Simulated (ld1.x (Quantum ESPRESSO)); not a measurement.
# How hard is this dysprosium TM potential?

Dy, norm-conserving Troullier–Martins (Kleinman–Bylander form), made with ld1.x (Quantum ESPRESSO) 7.5 (PBE, scalar-relativistic). Core [Xe] 4f9, reference 5d1 6s0 6p0 (charge +2). Waves: 6s (bound, empty): rc 2.96 bohr; 6p (bound, empty): rc 3.62 bohr; 5d (bound): rc 3.32 bohr. Local part: all-electron potential smoothed inside 3.16 bohr (lloc = -1). Core correction: Bessel-smoothed model core inside 2.45 bohr.

The pseudo-atom Hamiltonian at the reference potential is diagonalised in spherical Bessel functions j_l(qr) that vanish at 20 bohr, with q² up to the cutoff. All-electron valence levels (Ry): 6s -1.1349, 6p -0.8031, 5d -1.1154.

Problem. How do the lowest levels (Ry) of each channel move with the cutoff, and are there ghosts?

Solution.

```
cutoff (Ry)     s #1     p #1     d #1     d #2     f #1     f #2  Σ f·Δε (mRy)
          8  -1.1329  -0.8029  -1.0343  -0.4064  -0.3156  -0.1739          81.1
         10  -1.1341  -0.8030  -1.0812  -0.4162  -0.3157  -0.1740          34.2
         12  -1.1347  -0.8031  -1.1045  -0.4207  -0.3157  -0.1740          10.9
         15  -1.1347  -0.8031  -1.1130  -0.4223  -0.3157  -0.1740           2.5
         18  -1.1348  -0.8031  -1.1153  -0.4228  -0.3157  -0.1740           0.1
         21  -1.1348  -0.8031  -1.1154  -0.4228  -0.3157  -0.1740           0.0
         25  -1.1348  -0.8031  -1.1154  -0.4228  -0.3157  -0.1740           0.0
        400  -1.1349  -0.8031  -1.1154  -0.4228  -0.3157  -0.1740           0.0
```

Result: ghost state, extra bound levels that the all-electron valence spectrum of the same l lacks: s at -3.2 eV (a true bound ghost makes a file unfit for plane-wave use); 10 mRy is reached at 15 Ry and 1 mRy at 18 Ry.
